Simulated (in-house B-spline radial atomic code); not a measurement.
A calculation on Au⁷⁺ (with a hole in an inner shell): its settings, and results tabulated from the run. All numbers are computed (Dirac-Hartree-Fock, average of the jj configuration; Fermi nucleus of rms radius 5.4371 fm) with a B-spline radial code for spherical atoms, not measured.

In the input, a minus or plus after the letter marks the j = l - 1/2 or j = l + 1/2 subshell.

Command:
```bash
python run_scf.py task.json out
```
Settings (nuclear radius in fm, mass in u):
```
Z                79
configuration    1s2 2s2 2p6 3s2 3p6 3d10 4s2 4p+4 4d10 4f14 5s2 5p6 5d6
hamiltonian      dirac
method           hf
spin_polarised   False
nucleus          fermi
rms_radius       5.4371
atomic_mass      196.96657
speed_of_light   137.035999084
```

Output (hartree, bohr):
```
 radial grid: 66 intervals, B-splines of order 8, outer radius 18.8312 bohr

 iter        energy (Eh)    residual
    1      -18962.640104    8.38e-01
    2      -18970.674638    4.55e-01
    3      -18974.055298    8.32e-02
    4      -18974.159497    2.62e-02
    5      -18974.167193    6.15e-03
    6      -18974.167892    3.48e-03
    7      -18974.168035    6.92e-05
    8      -18974.168035    1.17e-05
    9      -18974.168035    6.71e-07

 total energy                    -18974.16804
 kinetic                           21764.8031
 electron-nucleus                 -47416.4826
 electron-electron                  6677.5114

 first-order corrections (not in the total)
   Gaunt                            24.0640
   retardation                      -2.5510
   frequency dependence             -0.4695
   self-energy                      18.0679
   Uehling                          -3.6603
   Wichmann-Kroll                    0.1599
   recoil                            0.0321

 orbital      occ     eigenvalue          <r>       <r^2>       <1/r>       <r^4>     <1/r^3>       r_max    small
 1s1/2      2.000     -2992.6198    0.0168663 0.000393234     95.6827 4.25172e-07           -     0.01042  9.00e-02
 2s1/2      2.000      -538.2062    0.0704033  0.00592984     23.5383 6.18109e-05           -     0.06033  2.07e-02
 2p1/2      2.000      -515.2692    0.0580541  0.00421207     23.4454 3.69977e-05           -     0.04452  2.07e-02
 2p3/2      4.000      -447.7647    0.0665436  0.00539274      19.132 5.71463e-05     20482.1     0.05185  1.84e-02
 3s1/2      2.000      -133.7517     0.182811   0.0383682     8.65685   0.0022298           -      0.1696  6.92e-03
 3p1/2      2.000      -123.3872     0.173638   0.0351966     8.54084  0.00196978           -      0.1587  6.83e-03
 3p3/2      4.000      -108.4174     0.188835   0.0414198     7.43696  0.00269581     4790.28      0.1733  6.20e-03
 3d3/2      4.000       -91.6462     0.164738   0.0318644     7.31548   0.0017983     832.046      0.1352  6.06e-03
 3d5/2      6.000       -88.4676     0.169491   0.0336063     7.05926  0.00198306     691.211      0.1392  5.88e-03
 4s1/2      2.000       -34.0726     0.404649    0.184769     3.66124   0.0491274           -      0.3821  2.34e-03
 4p3/2      4.000       -26.1970     0.438099    0.218005     3.18828   0.0699484      1168.4      0.4097  2.03e-03
 4d3/2      4.000       -18.7257     0.446287    0.230007     2.98154   0.0833863     183.441       0.403  1.82e-03
 4d5/2      6.000       -18.3484     0.455076    0.238808     2.90347   0.0895036     150.358      0.4116  1.77e-03
 4f5/2      6.000        -8.9341     0.471393    0.264738     2.56654    0.133871     32.4258      0.3676  1.42e-03
 4f7/2      8.000        -8.8901     0.475665    0.269106     2.53788    0.137607     30.9737      0.3719  1.40e-03
 5s1/2      2.000        -9.0314     0.897078    0.898728     1.52285     1.14489           -      0.8331  6.20e-04
 5p1/2      2.000        -7.3689     0.952514     1.01871     1.42609     1.50005           -      0.8756  5.64e-04
 5p3/2      4.000        -6.6790      1.02103     1.16762     1.29644     1.95962     219.692      0.9371  4.91e-04
 5d3/2      2.400        -4.3687      1.19703     1.62161      1.0882     3.95332     27.2604       1.064  3.64e-04
 5d5/2      3.600        -4.2822      1.22221     1.68852     1.05897     4.27332     21.8001       1.087  3.47e-04
```

Time taken, with all properties: 1.1 s on 1 thread of Arm Neoverse V2, with other jobs on the host.

For the Dirac Hamiltonian the kinetic term is c α·p + (β - 1)c².
